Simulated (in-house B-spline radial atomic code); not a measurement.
Ionising Br⁷⁺ with different functionals

Computed with an all-electron radial atomic-structure program (B-spline basis): scalar-relativistic (spin-free X2C) Hamiltonian, Fermi nucleus of rms radius 4.1629 fm, spin-polarised at highest spin, spherical fractional occupations for the functionals, and exact exchange of hybrids averaged over the configuration. The ionisation energy is the difference of two self-consistent energies, [Ar] 3d10 → [Ar] 3d9, without Breit or QED terms; ε is the level of the shell that loses the electron (its least bound occupied spin orbital). There is no spin-orbit coupling in this Hamiltonian.

```json
{"method": "PBE0", "rung": "global hybrid", "ΔSCF (eV)": "192.61", "-ε(3d) (eV)": "181.04"}
{"method": "B3LYP", "rung": "global hybrid", "ΔSCF (eV)": "192.71", "-ε(3d) (eV)": "180.11"}
{"method": "TPSSh", "rung": "global hybrid", "ΔSCF (eV)": "192.53", "-ε(3d) (eV)": "177.90"}
{"method": "BHandHLYP", "rung": "global hybrid", "ΔSCF (eV)": "192.49", "-ε(3d) (eV)": "186.08"}
{"method": "r2SCAN0", "rung": "global hybrid", "ΔSCF (eV)": "193.30", "-ε(3d) (eV)": "181.86"}
{"method": "B97-1", "rung": "global hybrid", "ΔSCF (eV)": "192.61", "-ε(3d) (eV)": "180.21"}
{"method": "HSE06", "rung": "range-separated hybrid", "ΔSCF (eV)": "?", "-ε(3d) (eV)": "?"}
{"method": "wB97X", "rung": "range-separated hybrid", "ΔSCF (eV)": "192.22", "-ε(3d) (eV)": "182.54"}
{"method": "CAM-B3LYP", "rung": "range-separated hybrid", "ΔSCF (eV)": "?", "-ε(3d) (eV)": "?"}
{"method": "LC-wPBE", "rung": "range-separated hybrid", "ΔSCF (eV)": "192.55", "-ε(3d) (eV)": "181.74"}
```

Problem. What does HSE06 give?

Solution. ΔSCF 192.53 eV, and -ε(3d) = 180.55 eV.

Problem. What does CAM-B3LYP give?

Solution. ΔSCF 192.64 eV, and -ε(3d) = 182.10 eV.

Problem. Among the functionals, which spreads more, the ΔSCF values or the orbital energies?

Solution. The orbital energies: ΔSCF values span about 1.08 eV and the orbital energies 8.18 eV; here energy differences depend much less on the functional than eigenvalues do.

Problem. How do they compare with the NIST value?

Solution. NIST lists 192.61 eV ± 0.06 (measured, ground level to ground level). Errors run from -0.39 to +0.69 eV; PBE0 is closest (+0.00 eV), though others lie within the uncertainty of it, and part of that can be cancellation, since the calculations leave out spin-orbit coupling, Breit-QED terms, multiplet and fine-structure energies.
